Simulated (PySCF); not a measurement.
Simulation results for B2H2N

All values are calculated (PySCF 2.14.0). Calculation on a computer-drawn molecule: vertical ionisation energy to the stated ion spin, frozen-core CCSD(T) at the basis limit and cheaper methods, single-reference cases, UHF for radicals, no spin-orbit; all values are single points at the evaluated structure, the first of each entry, which is the reference or a displaced copy of it and isn't optimised; the reference structure only sets the zero of the energies above reference; triples share is (T) over the correlation energy.

Common to all runs: charge 0; multiplicity 2; ion multiplicity 1; diffuse functions no; basis cc-pVnZ; reference is the Hartree-Fock double-zeta minimum; best is HF at quadruple zeta + MP2 correlation extrapolated from triple and quadruple zeta + CCSD(T) minus MP2 at triple zeta; basis step is the size of the change from the same recipe one zeta lower.

(1) B2H2N

Evaluated structure:
```xyz
5
B2H2N
B      1.2070     0.8092    -2.6591
N      2.0107     1.3792    -1.8628
B      2.7327     1.9365    -0.9704
H      0.4931     0.2962    -3.4276
H      3.8291     2.3657    -1.0837
```

Reference structure:
```xyz
5
B2H2N
B      1.2169     0.8148    -2.6765
N      1.9949     1.3688    -1.8696
B      2.7704     1.9672    -0.8991
H      0.4862     0.2960    -3.4295
H      3.8787     2.4028    -1.0216
```

Results for B2H2N: ionisation energy best 7.052 eV; ionisation energy basis step 0.01844 eV; energy above reference best 4.684 kcal/mol; energy above reference basis step 0.4065 kcal/mol; total energy HF triple zeta -104.9829 hartree; total energy CCSD(T) triple zeta -105.3812 hartree; total energy best -105.4325 hartree; T1 diagnostic at triple zeta 0.02315; D1 diagnostic at triple zeta 0.06868; spin squared at triple zeta 0.8091; ion T1 diagnostic at triple zeta 0.01497; ion D1 diagnostic at triple zeta 0.03819; triples share at triple zeta 0.04521; basis functions triple zeta 118; dipole magnitude HF at triple zeta 2.521 debye; dipole magnitude CCSD unrelaxed at triple zeta 2.052 debye; dipole magnitude PBE at triple zeta 1.672 debye; dipole magnitude r2SCAN at triple zeta 1.732 debye; dipole magnitude B3LYP at triple zeta 1.877 debye; dipole magnitude wB97X at triple zeta 2.168 debye.

Drawn bonds:
| atom | other atom | order |
| --- | --- | --- |
| 1 | 2 | 1 |
| 2 | 3 | 2 |
| 1 | 4 | 1 |
| 3 | 5 | 1 |

Triple zeta:
| method | ionisation energy (eV) | energy above reference (kcal/mol) |
| --- | --- | --- |
| HF | 6.448 | 5.54 |
| PBE | 7.265 | 3.444 |
| r2SCAN | 7.343 | 3.181 |
| B3LYP | 7.207 | 3.34 |
| wB97X | 7.001 | 4.517 |
| MP2 | 6.848 | 6.48 |
| CCSD | 6.976 | 5.187 |
| CCSD(T) | 6.997 | 5.276 |

(2) B2H2N

Evaluated structure:
```xyz
5
B2H2N
B      1.2070     0.8092    -2.6591
N      2.0107     1.3792    -1.8628
B      2.8221     2.0055    -0.8599
H      0.4931     0.2962    -3.4276
H      3.9185     2.4347    -0.9732
```

Reference structure:
```xyz
5
B2H2N
B      1.2169     0.8148    -2.6765
N      1.9949     1.3688    -1.8696
B      2.7704     1.9672    -0.8991
H      0.4862     0.2960    -3.4295
H      3.8787     2.4028    -1.0216
```

It finds ionisation energy best 7.606 eV; ionisation energy basis step 0.02442 eV; energy above reference best 1.526 kcal/mol; energy above reference basis step 0.4375 kcal/mol; total energy HF triple zeta -104.9883 hartree; total energy CCSD(T) triple zeta -105.3879 hartree; total energy best -105.4375 hartree; T1 diagnostic at triple zeta 0.0201; D1 diagnostic at triple zeta 0.06015; spin squared at triple zeta 0.7775; ion T1 diagnostic at triple zeta 0.01861; ion D1 diagnostic at triple zeta 0.04925; triples share at triple zeta 0.04657; basis functions triple zeta 118; dipole magnitude HF at triple zeta 2.124 debye; dipole magnitude CCSD unrelaxed at triple zeta 1.702 debye; dipole magnitude PBE at triple zeta 1.544 debye; dipole magnitude r2SCAN at triple zeta 1.584 debye; dipole magnitude B3LYP at triple zeta 1.711 debye; dipole magnitude wB97X at triple zeta 1.927 debye.

Drawn bonds:
| atom | other atom | order |
| --- | --- | --- |
| 1 | 2 | 1 |
| 2 | 3 | 2 |
| 1 | 4 | 1 |
| 3 | 5 | 1 |

Triple zeta:
| method | ionisation energy (eV) | energy above reference (kcal/mol) |
| --- | --- | --- |
| HF | 7.155 | 2.199 |
| PBE | 7.698 | 1.67 |
| r2SCAN | 7.818 | 2.063 |
| B3LYP | 7.705 | 2.09 |
| wB97X | 7.572 | 1.881 |
| MP2 | 7.474 | 0.9166 |
| CCSD | 7.566 | 1.392 |
| CCSD(T) | 7.554 | 1.103 |

(3) B2H2N

Evaluated structure:
```xyz
5
B2H2N
B      1.2070     0.8092    -2.6591
N      2.0107     1.3792    -1.8628
B      2.8402     2.0194    -0.8376
H      0.4931     0.2962    -3.4276
H      3.9366     2.4486    -0.9509
```

Reference structure:
```xyz
5
B2H2N
B      1.2169     0.8148    -2.6765
N      1.9949     1.3688    -1.8696
B      2.7704     1.9672    -0.8991
H      0.4862     0.2960    -3.4295
H      3.8787     2.4028    -1.0216
```

Results for B2H2N: ionisation energy best 7.723 eV; ionisation energy basis step 0.02557 eV; energy above reference best 3.457 kcal/mol; energy above reference basis step 0.5676 kcal/mol; total energy HF triple zeta -104.9850 hartree; total energy CCSD(T) triple zeta -105.3850 hartree; total energy best -105.4345 hartree; T1 diagnostic at triple zeta 0.01965; D1 diagnostic at triple zeta 0.05856; spin squared at triple zeta 0.7734; ion T1 diagnostic at triple zeta 0.01953; ion D1 diagnostic at triple zeta 0.05203; triples share at triple zeta 0.04681; basis functions triple zeta 118; dipole magnitude HF at triple zeta 1.979 debye; dipole magnitude CCSD unrelaxed at triple zeta 1.575 debye; dipole magnitude PBE at triple zeta 1.475 debye; dipole magnitude r2SCAN at triple zeta 1.507 debye; dipole magnitude B3LYP at triple zeta 1.623 debye; dipole magnitude wB97X at triple zeta 1.812 debye.

Drawn bonds:
| atom | other atom | order |
| --- | --- | --- |
| 1 | 2 | 1 |
| 2 | 3 | 2 |
| 1 | 4 | 1 |
| 3 | 5 | 1 |

Triple zeta:
| method | ionisation energy (eV) | energy above reference (kcal/mol) |
| --- | --- | --- |
| HF | 7.302 | 4.226 |
| PBE | 7.794 | 3.798 |
| r2SCAN | 7.922 | 4.318 |
| B3LYP | 7.814 | 4.298 |
| wB97X | 7.695 | 3.896 |
| MP2 | 7.602 | 2.524 |
| CCSD | 7.691 | 3.255 |
| CCSD(T) | 7.671 | 2.894 |

(4) B2H2N

Evaluated structure:
```xyz
5
B2H2N
B      1.2329     0.6799    -2.6746
N      2.0007     1.3570    -1.9697
B      2.7813     2.0370    -0.9803
H      0.4929     0.3893    -3.4448
H      3.8164     2.4173    -0.9828
```

Reference structure:
```xyz
5
B2H2N
B      1.2169     0.8148    -2.6765
N      1.9949     1.3688    -1.8696
B      2.7704     1.9672    -0.8991
H      0.4862     0.2960    -3.4295
H      3.8787     2.4028    -1.0216
```

The calculation gives: ionisation energy best 7.486 eV; ionisation energy basis step 0.02376 eV; energy above reference best 8.061 kcal/mol; energy above reference basis step 0.2951 kcal/mol; total energy HF triple zeta -104.9785 hartree; total energy CCSD(T) triple zeta -105.3769 hartree; total energy best -105.4271 hartree; T1 diagnostic at triple zeta 0.01954; D1 diagnostic at triple zeta 0.05666; spin squared at triple zeta 0.7757; ion T1 diagnostic at triple zeta 0.01786; ion D1 diagnostic at triple zeta 0.04646; triples share at triple zeta 0.04567; basis functions triple zeta 118; dipole magnitude HF at triple zeta 1.906 debye; dipole magnitude CCSD unrelaxed at triple zeta 1.497 debye; dipole magnitude PBE at triple zeta 1.33 debye; dipole magnitude r2SCAN at triple zeta 1.364 debye; dipole magnitude B3LYP at triple zeta 1.488 debye; dipole magnitude wB97X at triple zeta 1.695 debye.

Drawn bonds:
| atom | other atom | order |
| --- | --- | --- |
| 1 | 2 | 1 |
| 2 | 3 | 2 |
| 1 | 4 | 1 |
| 3 | 5 | 1 |

Triple zeta:
| method | ionisation energy (eV) | energy above reference (kcal/mol) |
| --- | --- | --- |
| HF | 6.991 | 8.292 |
| PBE | 7.592 | 8.937 |
| r2SCAN | 7.698 | 8.603 |
| B3LYP | 7.587 | 8.199 |
| wB97X | 7.442 | 8.521 |
| MP2 | 7.346 | 7.55 |
| CCSD | 7.438 | 8.024 |
| CCSD(T) | 7.431 | 7.995 |

(5) B2H2N

Evaluated structure:
```xyz
5
B2H2N
B      1.2109     0.8151    -2.6720
N      1.9791     1.3556    -1.8635
B      2.7671     1.9555    -0.9061
H      0.4931     0.2818    -3.4327
H      3.8819     2.3975    -1.0153
```

Reference structure:
```xyz
5
B2H2N
B      1.2169     0.8148    -2.6765
N      1.9949     1.3688    -1.8696
B      2.7704     1.9672    -0.8991
H      0.4862     0.2960    -3.4295
H      3.8787     2.4028    -1.0216
```

Drawn bonds:
| atom | other atom | order |
| --- | --- | --- |
| 1 | 2 | 1 |
| 2 | 3 | 2 |
| 1 | 4 | 1 |
| 3 | 5 | 1 |

(6) B2H2N

Evaluated structure:
```xyz
5
B2H2N
B      1.2109     0.8151    -2.6720
N      1.9791     1.3556    -1.8635
B      2.7671     1.9555    -0.9061
H      0.5335     0.3118    -3.3899
H      3.8819     2.3975    -1.0153
```

Reference structure:
```xyz
5
B2H2N
B      1.2169     0.8148    -2.6765
N      1.9949     1.3688    -1.8696
B      2.7704     1.9672    -0.8991
H      0.4862     0.2960    -3.4295
H      3.8787     2.4028    -1.0216
```

Drawn bonds:
| atom | other atom | order |
| --- | --- | --- |
| 1 | 2 | 1 |
| 2 | 3 | 2 |
| 1 | 4 | 1 |
| 3 | 5 | 1 |

Q: Estimate the spin squared at triple zeta of B2H2N (entry 5).
A: 0.7771

Q: Give the table of triple zeta values for B2H2N (entry 5).
A: 
Triple zeta:
| method | ionisation energy (eV) | energy above reference (kcal/mol) |
| --- | --- | --- |
| HF | 6.945 | 0.1056 |
| PBE | 7.558 | 0.5355 |
| r2SCAN | 7.665 | 0.4402 |
| B3LYP | 7.548 | 0.3693 |
| wB97X | 7.396 | 0.3035 |
| MP2 | 7.296 | 0.501 |
| CCSD | 7.383 | 0.441 |
| CCSD(T) | 7.382 | 0.553 |

Q: Give the missing spin squared at triple zeta for B2H2N (entry 6).
A: 0.7772

Q: Give the missing ionisation energy best for B2H2N (entry 6).
A: 7.434 eV

Q: B2H2N (entry 6): energy above reference basis step?
A: 0.1197 kcal/mol

Q: Give the table of triple zeta values for B2H2N (entry 6).
A: 
Triple zeta:
| method | ionisation energy (eV) | energy above reference (kcal/mol) |
| --- | --- | --- |
| HF | 6.942 | 1.186 |
| PBE | 7.56 | 2.036 |
| r2SCAN | 7.665 | 1.651 |
| B3LYP | 7.549 | 1.452 |
| wB97X | 7.395 | 1.621 |
| MP2 | 7.295 | 1.662 |
| CCSD | 7.383 | 1.687 |
| CCSD(T) | 7.381 | 1.842 |

Further results for B2H2N (entry 5):

```
ionisation energy best                         : 7.434 eV
ionisation energy basis step                   : 0.02403 eV
energy above reference best                    : 0.4535 kcal/mol
energy above reference basis step              : 0.124 kcal/mol
total energy HF triple zeta                    : -104.9916 hartree
total energy CCSD(T) triple zeta               : -105.3888 hartree
total energy best                              : -105.4392 hartree
T1 diagnostic at triple zeta                   : 0.01958
D1 diagnostic at triple zeta                   : 0.05658
ion T1 diagnostic at triple zeta               : 0.01684
ion D1 diagnostic at triple zeta               : 0.04405
triples share at triple zeta                   : 0.04524
basis functions triple zeta                    : 118
dipole magnitude HF at triple zeta             : 2.293 debye
dipole magnitude CCSD unrelaxed at triple zeta : 1.856 debye
dipole magnitude PBE at triple zeta            : 1.623 debye
dipole magnitude r2SCAN at triple zeta         : 1.674 debye
dipole magnitude B3LYP at triple zeta          : 1.805 debye
dipole magnitude wB97X at triple zeta          : 2.042 debye
```

Further results for B2H2N (entry 6):

```
ionisation energy basis step                   : 0.02438 eV
energy above reference best                    : 1.662 kcal/mol
total energy HF triple zeta                    : -104.9899 hartree
total energy CCSD(T) triple zeta               : -105.3867 hartree
total energy best                              : -105.4373 hartree
T1 diagnostic at triple zeta                   : 0.01959
D1 diagnostic at triple zeta                   : 0.05673
ion T1 diagnostic at triple zeta               : 0.0168
ion D1 diagnostic at triple zeta               : 0.04397
triples share at triple zeta                   : 0.04511
basis functions triple zeta                    : 118
dipole magnitude HF at triple zeta             : 2.307 debye
dipole magnitude CCSD unrelaxed at triple zeta : 1.863 debye
dipole magnitude PBE at triple zeta            : 1.625 debye
dipole magnitude r2SCAN at triple zeta         : 1.679 debye
dipole magnitude B3LYP at triple zeta          : 1.808 debye
dipole magnitude wB97X at triple zeta          : 2.047 debye
```
